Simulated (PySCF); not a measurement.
## La²⁺ (lanthanum, charge +2): UHF calculation

Configuration: [Xe] 6p1, 2P determinant (an excited configuration). All numbers are calculated (PySCF 2.14, the spin-free X2C one-electron Hamiltonian (Gaussian nucleus), in ANO-RCC-VTZP).

```json
{
  "Total energy": "-8488.186351 hartree",
  "One-electron energy": "-11539.6488 hartree",
  "Hartree (Coulomb) energy": "3253.7431 hartree",
  "Exchange energy": "-202.2807 hartree",
  "⟨S²⟩": "0.7501",
  "⟨L²⟩": "2.002",
  "Sum of ⟨r⟩": "37.14 bohr",
  "Sum of ⟨r²⟩": "62.53 bohr²",
  "Traceless quadrupole moment −½Σ⟨3z² − r²⟩ along its main axis": "-9.20 e·bohr²",
  "Langevin diamagnetic susceptibility": "-49.5 ×10⁻⁶ cm³/mol"
}
```

| shell | electrons | mean orbital energy (hartree) | spread (hartree) | rms radius, mean of both spins (bohr) |
| --- | --- | --- | --- | --- |
| 1s α | 1 | -1438.00144 | 0 | 0.0286 |
| 1s β | 1 | -1438.00082 | 0 | 0.0286 |
| 2s α | 1 | -233.41780 | 0 | 0.116 |
| 2s β | 1 | -233.41745 | 0 | 0.116 |
| 2p α | 3 | -209.23526 | 0.00045 | 0.104 |
| 2p β | 3 | -209.23465 | 0.00085 | 0.104 |
| 3s α | 1 | -52.09782 | 0 | 0.303 |
| 3s β | 1 | -52.09712 | 0 | 0.303 |
| 3p α | 3 | -44.16909 | 0.00008 | 0.303 |
| 3p β | 3 | -44.16816 | 0.00201 | 0.303 |
| 3d α | 5 | -32.67403 | 0.00116 | 0.281 |
| 3d β | 5 | -32.67359 | 0.00181 | 0.281 |
| 4s α | 1 | -11.72160 | 0 | 0.694 |
| 4s β | 1 | -11.71987 | 0 | 0.694 |
| 4p α | 3 | -9.03226 | 0.00025 | 0.737 |
| 4p β | 3 | -9.03037 | 0.00426 | 0.737 |
| 4d α | 5 | -4.99269 | 0.00272 | 0.826 |
| 4d β | 5 | -4.99147 | 0.00459 | 0.826 |
| 5s α | 1 | -2.39883 | 0 | 1.65 |
| 5s β | 1 | -2.39241 | 0 | 1.65 |
| 5p α | 3 | -1.62064 | 0.00019 | 1.88 |
| 5p β | 3 | -1.61480 | 0.01404 | 1.88 |
| 6p α | 1 | -0.48420 | 0 | 4.82 |

Spin-orbit coupling, absent here, splits the open shell strongly.

Densities and radii are taken from the X2C orbitals without a picture-change correction, which distorts them close to the nucleus.

Spin-orbit constants ζ (cm⁻¹) from the X2C one-electron operator on these orbitals: bare nucleus, nucleus screened by l(l+1)(2l+1)/3 electrons, and screened by the Breit-Pauli mean field of the electrons.

```
shell     bare  screened nucleus  mean field
   2p  2183000           2107000         n/a
   3p   431100            416000         n/a
   3d    66350             54710         n/a
   4p    88770             85660         n/a
   4d    11140              9185         n/a
   5p    12830             12380         n/a
   6p     1394              1345         n/a
```

To first order the Landé constant is A = 1345 cm⁻¹, so the lowest level has J = 1/2 and lies 0.167 eV below the centre of the term. First order in ζ underestimates the shift of the j = l − 1/2 level at high Z.
